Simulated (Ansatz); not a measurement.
Gas-phase electronic energies from Ansatz, PBE0-D4/def2-TZVP geometries. CBS: MP2 limit from def2 TZ/QZ plus the TZ coupled-cluster correction, frozen cores. This one scheme is used for every species. DFT in def2-TZVPP. Each species was taken in one conformer, which may not be the lowest.

Consider the ligand exchange at the Si–C bond: `CC[Si]C` + CH₃OH → `CC[Si]OC` + CH₄.

`CC[Si]C`:

Cartesian coordinates in Å:
```
C -1.203 -0.743 -0.066
C -0.951 0.685 0.396
Si 0.647 1.626 -0.028
C 1.834 0.172 -0.299
H -0.409 -1.420 0.256
H -2.146 -1.137 0.324
H -1.255 -0.804 -1.157
H -0.903 0.724 1.503
H -1.801 1.334 0.157
H 1.820 -0.518 0.554
H 1.504 -0.413 -1.168
H 2.862 0.494 -0.472
```

CH₃OH:

```xyz
6

C     0.021   -0.352   -0.050
O     0.403    0.914    0.436
H     0.759   -1.069    0.312
H     0.014   -0.395   -1.146
H    -0.964   -0.662    0.320
H    -0.233    1.563    0.128
```

`CC[Si]OC`:

```xyz
13

C    -1.129    1.150    0.369
C    -1.111    0.072   -0.721
Si    0.470    0.248   -1.787
O     1.648   -0.407   -0.840
C     1.662   -1.037    0.418
H    -0.985    2.151   -0.050
H    -2.078    1.165    0.911
H    -0.335    0.995    1.105
H    -1.967    0.211   -1.390
H    -1.220   -0.926   -0.281
H     2.154   -0.386    1.145
H     0.656   -1.271    0.778
H     2.234   -1.964    0.343
```

CH₄:

Cartesian coordinates in Å:
```
C 0.000 0.000 0.000
H 0.343 1.027 0.123
H 0.548 -0.470 -0.816
H -1.065 -0.002 -0.229
H 0.175 -0.554 0.922
```

(1) Is it downhill or uphill in electronic energy at CCSD(T)/CBS, and by how much? (Estimate.)

(2) What do these levels give: BLYP-D4, PBE0-D4, BHLYP-D4, BLYP, MP2/def2-SVP, HF/def2-QZVPP? (Best estimate.)

Largest T1 diagnostic among the species: 0.013.

Results:

(1) The calculation gave: Downhill: ΔE = -1.54 eV.

(2) The calculation gave: BLYP-D4 -1.65, PBE0-D4 -1.49, BHLYP-D4 -1.62, BLYP -1.61, MP2/def2-SVP -1.56, HF/def2-QZVPP -1.58 eV.

Leaving LDA and LC-ωPBE aside and taking each functional with its dispersion term where it has one, the values, not all of them listed here, spread over 0.16 eV, from BLYP-D4 to HSE06-D4. LDA lies −0.05 eV from PBE without D4. The D4 term adds −0.03 eV with B3LYP and −0.02 eV with PBE0; it sums over pairs of atoms, weighted by their polarisabilities, and B3LYP, whose exchange is more repulsive, gets the larger term.

B3LYP here is the variant with VWN-RPA as its local correlation; programs differ in this.
